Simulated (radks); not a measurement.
The mean radii <r> (bohr) of the occupied orbitals of an atom or ion are listed with their occupations. Method: scalar-relativistic Kohn-Sham, PBE, spin-polarised, spherical densities, finite nucleus; Fermi nuclear charge, rms radius of each element as measured or else 0.836 A^(1/3) + 0.57 fm; computed with a radial shooting solver on a logarithmic mesh with Libxc functionals.

| orbital | occ. | <r> |
|---|---|---|
| 1s up | 1 | 0.04275 |
| 1s down | 1 | 0.04274 |
| 2s up | 1 | 0.1876 |
| 2s down | 1 | 0.1874 |
| 2p up | 3 | 0.1635 |
| 2p down | 3 | 0.1634 |
| 3s up | 1 | 0.4754 |
| 3s down | 1 | 0.4771 |
| 3p up | 3 | 0.4655 |
| 6p up | 1 | 2.318 |

Name the element and its charge. Open shells, if any, are filled with parallel spins first.

Answer. Z = 35, bromine, charge +19: Br19+ in [Ne] 3s2 3p3 6p1. The 1s radius gives Z: for a bare nucleus <r> = (2 gamma + 1)/(2Z) with gamma = sqrt(1 - (Z/c)^2), 0.04191 bohr for Z = 35, and screening makes it slightly larger (0.04275 here). The occupations add up to 16, and the charge is Z minus that.
